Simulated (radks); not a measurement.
Spherical quantum dot in the effective-mass picture: electrons in a parabolic well V = omega^2 r^2 / 2 with omega = 0.294, all in effective atomic units (hartree* = m*/eps^2 hartree, bohr* = eps/m* bohr), one dielectric constant everywhere. Calculated with a radial shooting solver with Libxc functionals: non-relativistic Kohn-Sham, PBEsol, spin-polarised, spherical densities. Levels are named by radial order and angular momentum (1s, 1p, 1d, 2s, ...), and open shells are averaged over m.

N = 4, configuration 1s2 1p(up 2, down 0). This is the lowest configuration that the search found. Occupied and some empty levels:

level    occupation  eigenvalue (hartree*)  <r> (bohr*)
1s up             1                 1.4718        2.647
1s down           1                 1.5161        2.563
1p up             2                 1.6564        3.251
1p down           0                 1.7122        3.240
1d up             0                 1.8727        3.721
1d down           0                 1.9295        3.751
2s up             0                 1.9364        3.323
2s down           0                 1.9682        3.372
1f up             0                 2.1096        4.133
1f down           0                 2.1624        4.183

Energy (hartree*): total 4.10943, kinetic 0.84248, external 1.6715, Hartree 2.4465, exchange-correlation -0.85105.
